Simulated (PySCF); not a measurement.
## Nuclear repulsion and electron count by hand

System: HGa, singlet, geometry from GFN2-xTB (such geometries of metal compounds can be far from the true shape). Level: WB97X-V/STO-3G run with PySCF. Sums are taken with unrounded values, so a last digit can differ.

Coordinates (Å):

```
atom        x        y         z
----  -------  -------  --------
Ga1   0.00000  0.00000  -0.05952
H2    0.00000  0.00000   1.84523
```

### Question
Work out the nuclear repulsion energy and the numbers of alpha and beta electrons.

### Answer
In atomic units each pair adds Z_i Z_j / r_ij, with r in bohr (1 bohr = 0.529177 Å).
| pair | r (Å) | r (bohr) | Z_i Z_j | term (Eh) |
|---|---|---|---|---|
| Ga1-H2 | 1.9048 | 3.5995 | 31 | 8.6124 |
The sum is 8.6124 Eh; PySCF gives 8.6124 Eh. The atomic numbers add up to 32, so at charge +0 there are 32 electrons; multiplicity 1 means 0 unpaired, so 16 alpha and 16 beta.
